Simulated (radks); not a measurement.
The numbers below are computed, except where a source is named.
Species: Eu2+. Configuration: [Xe] 4f5 6s1 6p1 (not the ground configuration).

Level of theory: Dirac Kohn-Sham, PBE, spin-unpolarised, spherical densities, finite nucleus; open shells fill j = l - 1/2 first; Fermi nuclear charge, rms radius 5.1115 fm (a radial shooting solver on a logarithmic mesh with Libxc functionals).

Energy parts (hartree):
| part | energy |
|---|---|
| total | -10850.0178 |
| kinetic | 11796.8943 |
| electron-nucleus | -26550.4904 |
| Hartree | 4145.3697 |
| exchange-correlation | -241.7915 |

Orbitals (lengths in bohr, moments of r in powers of bohr; r(max) is where P^2 peaks):
orbital  occ.  eigenvalue (hartree)   r(max)
1s1/2       2             -1776.719  0.01420
2s1/2       2             -292.7096  0.08072
2p1/2       2             -277.7671  0.06107
2p3/2       4             -253.9573  0.06680
3s1/2       2             -65.48239   0.2291
3p1/2       2             -59.02635   0.2162
3p3/2       4             -54.17437   0.2284
3d3/2       4             -42.99583   0.1819
3d5/2       6             -41.94071   0.1853
4s1/2       2             -14.04842   0.5272
4p1/2       2             -11.54930   0.5321
4p3/2       4             -10.46793   0.5577
4d3/2       4              -6.34669   0.5665
4d5/2       6              -6.15072   0.5748
5s1/2       2              -2.64334    1.206
5p1/2       2              -1.92432    1.302
5p3/2       4              -1.75699    1.370
4f5/2       5              -1.31170   0.5749
4f7/2       0              -1.28480   0.5793
6s1/2       1              -0.67583    2.921
6p1/2       1              -0.51167    3.366
6p3/2       0              -0.48630    3.512

The highest occupied level is 6p1/2 at -13.923 eV. The configuration is held as typed, so some empty levels lie below it. Summed over all electrons, <r^2> = 59.24 bohr^2, which gives a Langevin (diamagnetic) susceptibility term of -46.9 x 10^-6 cm^3/mol.
